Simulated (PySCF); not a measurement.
C2H4FNOSi, SMILES C[Si@@H](F)OC#N. Heavy atoms are numbered as in [CH3:1][Si@@H:2]([F:3])[O:4][C:5]#[N:6]. Hydrogens are named by the atom that carries them.

Geometry optimised at PBE0-D3(BJ)/def2-SVP. The structure was generated by enumeration; whether it is a known compound was not checked. One conformer was computed; it need not be the lowest.

Method: PySCF with PBE/pcSseg-1.

GIAO shieldings, no solvent; atoms alike by connectivity are averaged. δ = σ(ref) − σ: ¹³C against TMS (σ = 182.0 ppm); ²⁹Si against TMS (σ = 335.4 ppm); ¹⁹F against CFCl3 (σ = 133.6 ppm); ¹⁷O against H2O (σ = 334.3 ppm); ¹⁵N against NH3 (σ = 267.0 ppm); ¹H against TMS (σ = 31.49 ppm), references at their B3LYP-D3(BJ)/def2-TZVP geometries, non-relativistic.

```tsv
atoms	nucleus	count	δ (ppm)
C5	¹³C	1	(withheld)
C1 (CH3)	¹³C	1	-0.4
Si2 (SiH)	²⁹Si	1	10.7
F3	¹⁹F	1	-173.0
O4	¹⁷O	1	(withheld)
N6	¹⁵N	1	(withheld)
H on Si2	¹H	1	(withheld)
H on C1	¹H	3	0.73
```

### Question
What belongs in the gaps? (The exact figures need the calculation; the answer reports its results.)

### Answer

- C5, δ (ppm): 111.3
- O4, δ (ppm): 94.2
- N6, δ (ppm): 187.0
- H on Si2, δ (ppm): 5.68
